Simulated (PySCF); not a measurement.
H₃S, SMILES [SH3+], charge +1.

Geometry optimised at B3LYP-D3(BJ)/def2-TZVPD. The isomer is the one that the SMILES or the coordinates give; other isomers of the formula were not compared.

These are B3LYP/def2-TZVPD run with PySCF values and carry that method's errors.

Isolated molecule, no solvent.

The total energy is -399.70558 hartree. The point group is C3v. The highest occupied level is -17.94 eV and the lowest empty level is -7.44 eV. The orbital gap is 10.51 eV and the dipole moment about the centre of nuclear charge comes out as 1.48 D. The mean static polarisability is 17.8 bohr³ (2.64 Å³) and the polarisability, principal values comes out as 17.1, 18.2, 18.2 bohr³.
